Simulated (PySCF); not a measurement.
ClFH8N2Si3, SMILES F[Si](Cl)(N[SiH3])N[SiH3].

Geometry: PBE0-D3(BJ)/def2-SVP. Other conformers were not sampled.

The numbers are results of PBE0-D3(BJ)/def2-SVP run with PySCF 2.14.0, not measurements.

Frequencies are harmonic and unscaled.

Computed normal modes with their intensities:
```csv
mode,ν (cm⁻¹),IR (km/mol),moving atoms (share of kinetic energy)
1,38,0.9,"Si 46 %, H 24 %, N 20 %"
2,56,0.1,"Si 46 %, H 18 %, N 14 %, F 12 %, Cl 10 %"
3,79,0.3,H 93 %
4,100,0.3,"Si 33 %, Cl 31 %, F 16 %, H 13 %"
5,117,1.8,"H 72 %, Si 10 %, Cl 8 %"
6,123,3.6,"H 36 %, Si 23 %, F 21 %, N 11 %, Cl 9 %"
7,175,5.0,"N 30 %, F 25 %, H 22 %, Cl 18 %"
8,235,0.4,"Si 54 %, N 22 %, H 13 %"
9,275,10.5,"H 32 %, F 25 %, Si 20 %, N 15 %"
10,283,8.7,"F 32 %, H 20 %, Cl 19 %, Si 17 %, N 11 %"
11,356,75.6,"H 44 %, N 37 %, Cl 9 %"
12,392,46.1,"N 33 %, Si 24 %, H 17 %, F 14 %, Cl 12 %"
13,430,58.3,"H 71 %, N 26 %"
14,527,41.6,"Cl 28 %, Si 27 %, N 20 %, H 14 %, F 11 %"
15,636,23.0,"H 53 %, Si 36 %"
16,671,5.6,"H 47 %, Si 44 %"
17,713,35.7,"H 85 %, Si 9 %"
18,716,29.1,"H 85 %, Si 9 %"
19,783,42.5,"N 41 %, H 32 %, Si 21 %"
20,798,198.2,"N 35 %, H 35 %, Si 24 %"
21,896,91.4,"F 37 %, Si 32 %, N 18 %, H 13 %"
22,930,956.9,"H 65 %, Si 20 %, N 15 %"
23,936,99.7,H 94 %
24,938,87.7,H 95 %
25,954,43.7,"H 69 %, Si 18 %, N 12 %"
26,959,17.7,"H 77 %, Si 11 %, N 10 %"
27,962,32.7,H 92 %
28,1002,73.6,"H 75 %, N 13 %, Si 11 %"
29,1005,83.9,"H 68 %, Si 14 %, N 14 %"
30,1186,118.1,"H 60 %, N 36 %"
31,1199,460.9,"H 55 %, N 38 %"
32,2239,88.6,H 96 %
33,2241,164.5,H 98 %
34,2241,136.9,H 96 %
35,2243,78.2,H 98 %
36,2249,65.4,H 96 %
37,2251,116.1,H 97 %
38,3624,54.6,H 93 %
39,3643,59.4,H 93 %
```
